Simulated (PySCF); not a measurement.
CH10O2Si3. Atoms are numbered in the order given.

```xyz
16

O     -1.5067     2.2153    -0.0707
C     -0.7406     1.4404    -0.9626
Si     0.1824     0.1157     0.0322
O      0.8637     1.0957     1.2313
Si     1.8170    -1.0360    -1.2068
Si    -1.3396    -1.3814     1.0167
H     -0.9183     2.4694     0.6524
H     -0.0184     2.0513    -1.5437
H     -1.4224     0.9825    -1.6976
H      1.1930     0.6589     2.0220
H      1.1528    -1.8861    -2.2452
H      2.7532    -0.0881    -1.8882
H      2.6155    -1.9310    -0.3106
H     -0.6240    -2.2824     1.9771
H     -2.4013    -0.6452     1.7681
H     -1.9788    -2.2349    -0.0337
```

Geometry optimised at PBE0-D3(BJ)/def2-SVP. This is a generated structure with no PubChem entry under its InChIKey; it may be hypothetical. Other conformers were not sampled.

The numbers are results of TDA-CAM-B3LYP/def2-SVPD (PySCF), not measurements.

Vertical excitations. Gas-phase values at a fixed geometry.

Estimate the UV-visible absorptions. (Estimate from the structure and the level; the computed values follow.)


```csv
state,energy (eV),λ (nm),f,main pairs
S1,5.62,220,0.002,"HOMO→LUMO 77 %, HOMO−1→LUMO 15 %"
S2,5.97,208,0.028,"HOMO−1→LUMO 76 %, HOMO→LUMO 14 %"
S3,6.38,194,0.129,"HOMO→LUMO+1 70 %, HOMO−1→LUMO+1 11 %"
S4,6.70,185,0.040,"HOMO−1→LUMO+1 59 %, HOMO−1→LUMO+2 18 %, HOMO→LUMO+1 11 %"
S5,6.89,180,0.042,HOMO→LUMO+2 71 %
S6,7.01,177,0.034,"HOMO−1→LUMO+3 33 %, HOMO−1→LUMO+2 21 %, HOMO−1→LUMO+1 17 %, HOMO−1→LUMO+5 5 %"
T1,5.06,245,0,"HOMO→LUMO 73 %, HOMO−1→LUMO 12 %"
T2,5.52,225,0,"HOMO→LUMO+1 39 %, HOMO−1→LUMO 34 %"
```
Triplets are in the Tamm–Dancoff approximation.
